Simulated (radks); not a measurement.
All-electron atom: S7+ in [He] 2s2 2p5.

Calculated with a radial shooting solver on a logarithmic mesh with Libxc functionals: scalar-relativistic Kohn-Sham, BLYP, spin-polarised, spherical densities, point nucleus; open shells are filled with parallel spins first.

Energy parts (hartree):
part                      energy
total                 -378.73221
kinetic                380.40836
electron-nucleus      -849.96003
Hartree                112.36301
exchange-correlation   -21.54355

Orbitals (lengths in bohr, moments of r in powers of bohr; <r^-3> diverges for s and p1/2):
| orbital | occ. | eigenvalue (hartree) | <r> | <r^-3> |
|---|---|---|---|---|
| 1s up | 1 | -94.79301 | 0.09681 | - |
| 1s down | 1 | -94.71640 | 0.09674 | - |
| 2s up | 1 | -13.29175 | 0.4620 | - |
| 2s down | 1 | -13.14671 | 0.4638 | - |
| 2p up | 3 | -11.38077 | 0.4184 | 89.75 |
| 2p down | 2 | -11.21711 | 0.4207 | 88.99 |

The highest occupied level is 2p down at -305.23 eV. Spin moment in Bohr magnetons: 1. Summed over all electrons, <r^2> = 1.619 bohr^2, which gives a Langevin (diamagnetic) susceptibility term of -1.28 x 10^-6 cm^3/mol.
